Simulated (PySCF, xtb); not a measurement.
Se(H)(SH) (H2SSe), SMILES S[SeH].

Harmonic wavenumbers (cm⁻¹) from GFN2-xTB (xtb) at its own minimum, in rising order: 322, 397, 700, 773, 1947, 2347.

### Question
What does PBE0-D3(BJ)/def2-TZVP in PySCF give at its own minimum? (Estimate from the structure and the level; the computed values follow.)

### Answer
412, 422, 790, 853, 2396, 2683. Paired by order, the mean absolute difference is 178 cm⁻¹ and the zero-point energies are 9.3 and 10.8 kcal/mol.
